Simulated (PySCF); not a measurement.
Mean harmonic wavenumber (cm⁻¹) of eight silicon and germanium compounds: PBE-D3(BJ) beside B3LYP-D3(BJ), computed with PySCF for isolated molecules in the bases named; differences from unrounded values. The eight are the first of their class met in an unordered collection, after screening for sound electronic states; none was chosen by its value. Each level has its own optimised geometry.

| molecule | basis | B3LYP-D3(BJ) | PBE-D3(BJ) | difference |
|---|---|---|---|---|
| C₂H₉ClSi₃, SMILES C1[Si@@H]([SiH2]C1)[SiH2]Cl | def2-SVP | 1121 | 1088 | -33 |
| C₃H₁₀FNSi, SMILES CC(C)(F)[SiH2]N | def2-SVP | 1334 | ? | ? |
| C3H12OSi2, SMILES C[SiH](C)C[SiH2]O | def2-SVP | 1283 | ? | ? |
| Si(H)(Cl)(Me)(NH2) (CH6ClNSi), SMILES C[SiH](N)Cl | def2-SVP | 1340 | 1307 | -33 |
| Si(H)(Me)(OMe)(NH2) (C2H9NOSi), SMILES CO[SiH](C)N | def2-SVP | 1383 | 1348 | -35 |
| ethoxymethyl(methyl)silane (C4H12OSi), SMILES CCOC[SiH2]C | def2-SVP | 1383 | ? | ? |
| Si(CCH)(H)(Me)2 (C4H8Si), SMILES [SiH](C)(C#C)C | def2-SVP | 1346 | 1310 | -35 |
| C2H5NOSi, SMILES C#C[Si@H](N)O | def2-SVP | 1246 | 1212 | -33 |

Question: Fill in the missing entries. (Estimate from the structure and the level; the computed values follow.)

Answer: 
- C3H12OSi2, SMILES C[SiH](C)C[SiH2]O, PBE-D3(BJ): 1249
- C3H12OSi2, SMILES C[SiH](C)C[SiH2]O, difference: -33
- C₃H₁₀FNSi, SMILES CC(C)(F)[SiH2]N, PBE-D3(BJ): 1298
- C₃H₁₀FNSi, SMILES CC(C)(F)[SiH2]N, difference: -35
- ethoxymethyl(methyl)silane (C4H12OSi), SMILES CCOC[SiH2]C, PBE-D3(BJ): 1346
- ethoxymethyl(methyl)silane (C4H12OSi), SMILES CCOC[SiH2]C, difference: -38

PBE-D3(BJ) lies below B3LYP-D3(BJ) in 8 and above it in 0 of the eight; the mean signed difference is -34 and the largest -38 cm⁻¹.
